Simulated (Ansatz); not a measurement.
Z-matrix (Å, degrees):
```
C
H 1 1.0939
C 1 1.4007 2 119.76
C 3 1.4000 1 118.73 2 -179.55
C 4 1.3907 3 119.19 1 -0.14
F 5 1.3325 4 118.93 3 179.87
C 5 1.3847 6 118.87 4 179.86
H 7 1.0910 5 118.57 6 -0.06
H 4 1.0928 5 118.53 6 0.16
C 7 1.4025 8 121.90 5 179.73
C 10 1.4682 7 122.57 8 0.13
C 11 1.3377 10 127.07 7 0.79
H 12 1.0921 11 120.81 10 179.97
H 12 1.0935 13 116.63 11 179.94
H 11 1.0957 12 118.34 13 0.04
Si 3 1.8809 4 120.50 9 -1.73
H 16 1.4935 3 109.31 4 159.86
H 16 1.4940 17 109.81 2 137.04
H 16 1.4955 17 108.63 18 118.11
```
Charge 0, spin multiplicity 1.

Method: frozen-core CCSD(T)/cc-pVDZ // PBE0-D3(BJ)/def2-SVP (Ansatz, an electronic-structure program). The restricted HF reference is unstable towards unrestricted orbitals.

```yaml
HF energy: -696.55694 Ha
MP2 correlation energy: -1.32759 Ha
```

### Question
Estimate the CCSD correlation energy, the (T) correction, the total energy and the T1 diagnostic.

### Answer

The CCSD correlation energy comes out as -1.39675 Ha, the (T) correction comes out as -0.05648 Ha and the CCSD(T) total energy comes out as -698.01016 Ha. The T1 diagnostic is 0.011.
